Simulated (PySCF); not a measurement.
# Relaxation of doublet HRuO3

Method: UPBE0/[Ru def2-TZVP with ECP28, O def2-TZVP, H def2-TZVP], scalar-relativistic core potentials, density fitting, no spin–orbit coupling, PySCF. A (50,194) grid was used.

A hand-made see-saw (ligand arrangement 1) start, of Cs symmetry, held to at least that symmetry:

```xyz
5
charge 0 multiplicity 2, angstrom
Ru    0.0000    0.1701   -0.2399
O     0.0000   -1.5334   -0.0909
O     1.3475    0.1701    0.8129
O    -1.3475    0.1701    0.8129
H     0.0000    1.7341   -0.1031
```

Q: What forces act on the atoms at the start (eV/Å)?

A: 
```
atom     Fx     Fy     Fz
 Ru1   0.00  -0.75   3.69
  O2   0.00  -5.13  -2.34
  O3   0.90   1.58  -0.34
  O4  -0.90   1.58  -0.34
  H5   0.00   2.73  -0.67
```

Q: What does it relax to?

A: It ends at Cs with Ru–H 1.578 Å, Ru–O 1.662 Å (×2), Ru–O 1.716 Å; H–Ru–O 93.0°, H–Ru–O 101.0° (×2), O–Ru–O 112.4° (×2), O–Ru–O 128.3°. A frequency run shows a minimum. Other isomers or separated fragments may lie lower.

Q: How much energy is released, and in how many steps?

A: 462.0 kJ/mol in 13 steps.

Open d and f shells are described by one determinant, and the ground state may have another occupation or spin.

The relaxation took 78 s on 4 threads of a shared Arm Neoverse V2 host, with 139 basis functions and 14 gradients; the process peaked at 1 GiB. Launch command: `OMP_NUM_THREADS=4 python axn.py task.json out`.
